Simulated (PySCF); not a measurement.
CH₃FGe, SMILES [Ge]([F])[CH3] (connectivity only; charge and spin as stated), neutral, multiplicity 1. Atoms are numbered in the order given.

```xyz
6

Ge     0.4522     0.1545     0.0000
F     -1.0235     1.1501     0.0000
C     -0.5159    -1.5938     0.0000
H      0.1616    -2.4488     0.0000
H     -1.1629    -1.6423    -0.8810
H     -1.1629    -1.6423     0.8810
```

Geometry optimised at B3LYP-D3(BJ)/def2-TZVP.

The numbers are results of M06-2X/def2-TZVPD run with PySCF, not measurements.

| Property | Value |
|---|---|
| total energy | -2216.79179 hartree |
| point group | Cs |
| highest occupied level | -7.96 eV |
| lowest empty level | -1.61 eV |
| orbital gap | 6.35 eV |
| dipole moment | 2.24 D |
| quadrupole, principal values (traceless, Buckingham form, about the centre of nuclear charge) | -4.51, -1.04, 5.55 D·Å |
| mean static polarisability | 46.6 bohr³ (6.90 Å³) |
| polarisability, principal values | 40.6, 43.0, 56.1 bohr³ |
